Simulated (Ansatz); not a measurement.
Ansatz results at the PBE0-D4/def2-TZVP geometry: HOMO energy (B3LYP/def2-TZVPP) -6.72 eV; HOMO–LUMO gap (PBE/def2-TZVPP) 5.09 eV; LUMO energy (PBE0/def2-TZVPP) 0.23 eV.

Each molecule was computed in one conformer, which needn't be the lowest.

(1) Which molecule gave them?
A. `[Cl][W]12345678([Cl])([C@H]9[C@@H]1[C@@H]2[C@@H]3[C@H]94)[C@H]1[C@@H]5[C@@H]6[C@@H]7[C@H]18`
B. `C[O][Zr]1234([CH3])([N](C)C)[C@@H]5[C@H]1[C@H]2[C@@]3([SiH3])[C@@H]54`
C. `[Cl][Zr]12345678([Cl])([C@H]9[C@@H]1[C@@H]2[C@@H]3[C@H]94)[C@H]1[C@@H]5[C@@H]6[C@@H]7[C@H]18`
D. `C[O][Zr]1234([O]C)([O]C)[C@H]5[C@@H]1[C@@H]2[C@@H]3[C@H]54`

Answers

(1) D. The others give `[Cl][Zr]12345678([Cl])([C@H]9[C@@H]1[C@@H]2[C@@H]3[C@H]94)[C@H]1[C@@H]5[C@@H]6[C@@H]7[C@H]18`: -6.76, 3.35, -1.77; `C[O][Zr]1234([CH3])([N](C)C)[C@@H]5[C@H]1[C@H]2[C@@]3([SiH3])[C@@H]54`: -5.92, 3.56, -0.55; `[Cl][W]12345678([Cl])([C@H]9[C@@H]1[C@@H]2[C@@H]3[C@H]94)[C@H]1[C@@H]5[C@@H]6[C@@H]7[C@H]18`: -5.09, 2.12, -1.21.

B3LYP here is the variant with VWN-RPA as its local correlation; programs differ in this.
